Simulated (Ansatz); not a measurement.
The cluster Ge4F8, relaxed as a singlet with RKS PBE-D4/def2-SVP in Ansatz, starting from the GFN1-xTB geometry. Force threshold 0.03 eV/Å.

The structure comes from a short search, and lower isomers may exist.

Start:

```xyz
12

Ge   -0.7145   -1.6210   -1.2843
Ge    0.3741    1.3548   -2.6007
Ge    0.1310   -0.8189    0.8317
Ge    0.3552    0.9128    2.4964
F    -1.1303   -0.0983   -2.2980
F    -0.4575   -2.1464    1.8291
F    -2.4145   -1.8119   -0.9046
F     0.3452    1.5969   -0.8352
F     1.3687    2.2203    1.9554
F     1.5050   -0.0234   -2.4357
F     1.7789   -1.3846    0.8170
F    -1.1414    1.8198    2.4290
```

```json
{"step": "1", "energy (eV)": "-247716.7904", "largest force component (eV/Å)": "1.422", "SCF passes": "24"}
{"step": "2", "energy (eV)": "-247717.3696", "largest force component (eV/Å)": "0.617", "SCF passes": "28"}
{"step": "3", "energy (eV)": "-247717.5951", "largest force component (eV/Å)": "0.552", "SCF passes": "27"}
{"step": "4", "energy (eV)": "-247717.7841", "largest force component (eV/Å)": "0.725", "SCF passes": "26"}
{"step": "5", "energy (eV)": "-247717.9733", "largest force component (eV/Å)": "0.655", "SCF passes": "26"}
{"step": "6", "energy (eV)": "-247718.1843", "largest force component (eV/Å)": "0.521", "SCF passes": "26"}
{"step": "7", "energy (eV)": "-247718.3223", "largest force component (eV/Å)": "0.303", "SCF passes": "26"}
{"step": "8", "energy (eV)": "-247718.3606", "largest force component (eV/Å)": "0.670", "SCF passes": "26"}
{"step": "9", "energy (eV)": "-247718.4053", "largest force component (eV/Å)": "0.503", "SCF passes": "26"}
{"step": "10", "energy (eV)": "-247718.4312", "largest force component (eV/Å)": "0.509", "SCF passes": "21"}
{"step": "11", "energy (eV)": "-247718.4420", "largest force component (eV/Å)": "0.499", "SCF passes": "27"}
{"step": "12", "energy (eV)": "-247718.4433", "largest force component (eV/Å)": "0.321", "SCF passes": "25"}
{"step": "13", "energy (eV)": "-247718.4694", "largest force component (eV/Å)": "0.387", "SCF passes": "26"}
{"step": "14", "energy (eV)": "-247718.4938", "largest force component (eV/Å)": "0.087", "SCF passes": "21"}
{"step": "15", "energy (eV)": "-247718.5009", "largest force component (eV/Å)": "0.108", "SCF passes": "20"}
{"step": "16", "energy (eV)": "-247718.5055", "largest force component (eV/Å)": "0.157", "SCF passes": "20"}
{"step": "17", "energy (eV)": "-247718.5103", "largest force component (eV/Å)": "0.166", "SCF passes": "20"}
{"step": "18", "energy (eV)": "-247718.5176", "largest force component (eV/Å)": "0.333", "SCF passes": "21"}
{"step": "19", "energy (eV)": "-247718.5285", "largest force component (eV/Å)": "0.512", "SCF passes": "21"}
{"step": "20", "energy (eV)": "-247718.5487", "largest force component (eV/Å)": "0.477", "SCF passes": "21"}
{"step": "21", "energy (eV)": "-247718.5729", "largest force component (eV/Å)": "0.328", "SCF passes": "22"}
{"step": "22", "energy (eV)": "-247718.5943", "largest force component (eV/Å)": "0.227", "SCF passes": "20"}
{"step": "23", "energy (eV)": "-247718.6095", "largest force component (eV/Å)": "0.155", "SCF passes": "21"}
{"step": "24", "energy (eV)": "-247718.6125", "largest force component (eV/Å)": "0.132", "SCF passes": "20"}
{"step": "25", "energy (eV)": "-247718.6148", "largest force component (eV/Å)": "0.079", "SCF passes": "20"}
{"step": "26", "energy (eV)": "-247718.6156", "largest force component (eV/Å)": "0.055", "SCF passes": "22"}
{"step": "27", "energy (eV)": "-247718.6160", "largest force component (eV/Å)": "0.034", "SCF passes": "22"}
{"step": "28", "energy (eV)": "-247718.6162", "largest force component (eV/Å)": "0.024", "SCF passes": "15"}
```

Force components are those of the run's own axes.

End:

Cartesian coordinates in Å:
```
Ge -1.380 -1.728 -1.343
Ge 0.509 1.364 -2.229
Ge 0.505 -1.515 0.497
Ge -0.031 0.912 1.173
F -0.644 -0.221 -2.469
F -0.151 -2.344 1.917
F -2.096 -0.517 -0.196
F -0.429 1.801 -0.536
F 1.247 2.033 1.601
F 1.637 0.353 -1.248
F 2.230 -1.696 0.782
F -1.395 1.557 2.051
```

Bonds formed: Ge4–F8 (atoms count from 1).

No frequencies were taken in this run, so the end may be a saddle point.

Run time 68 s (4 threads of Intel Xeon 6975P-C on a shared host).
